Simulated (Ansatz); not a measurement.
C3H8BN can be A, `BNC(=C)C`, or B, `NCC1BC1`.

Isolated molecules relaxed with PBE0-D4/def2-TZVP in Ansatz; ΔE leaves out vibrations. CCSD(T)/CBS adds triple-zeta CCSD(T) − MP2 to the extrapolated MP2 energy (def2 sets, frozen cores). Functionals use def2-TZVPP. B3LYP here is the variant with VWN-RPA as its local correlation; programs differ in this. Each species was taken in one conformer, which may not be the lowest.

A:

```xyz
13

B    -1.148    1.087   -1.263
N    -0.098    1.024   -0.348
C     0.407   -0.070    0.367
C     1.432    0.082    1.207
C    -0.257   -1.384    0.135
H    -1.393    2.152   -1.748
H    -1.771    0.109   -1.543
H     0.400    1.878   -0.143
H     1.901    1.048    1.362
H     1.824   -0.759    1.760
H     0.220   -2.155    0.739
H    -1.318   -1.339    0.393
H    -0.199   -1.673   -0.918
```

B:

Z-matrix (Å, degrees):
```
C
C 1 1.510
N 1 1.454 2 111.2
H 1 1.101 2 108.0 3 126.1
H 1 1.097 2 109.9 3 -118.6
C 2 1.537 1 118.1 3 65.9
B 2 1.527 1 119.8 3 134.9
H 2 1.089 1 114.0 3 -75.0
H 3 1.013 1 110.9 2 177.7
H 3 1.013 1 110.3 2 58.7
H 6 1.088 2 116.6 1 -1.9
H 6 1.087 2 117.7 1 -139.7
H 7 1.185 2 149.0 1 69.6
```

(1) Which isomer does CCSD(T)/CBS put lower? Give the gap. (Best estimate.)

(2) Give E(B) − E(A) in kcal/mol with r2SCAN-D4, B3LYP, B3LYP-D4, PBE-D4, B2PLYP, ωB97M-V, CCSD/def2-TZVPP. (An estimate is asked.)

Largest T1 diagnostic: 0.013.

Answers

(1) Computed: A, by 53.7 kcal/mol.

(2) The calculation gave: r2SCAN-D4 52.6, B3LYP 55.8, B3LYP-D4 56.3, PBE-D4 51.9, B2PLYP 55.4, ωB97M-V 51.8, CCSD/def2-TZVPP 53.7. None reverses the order clearly.

In def2-TZVPP, CCSD(T) changes the Hartree–Fock value by −1.5 kcal/mol (the triples alone add +0.8 kcal/mol) and MP2 by −2.8 kcal/mol. From PBE to PBE0 (25 % exact exchange), in def2-TZVPP and without D4, E(B) − E(A) moves by −1.3 kcal/mol.
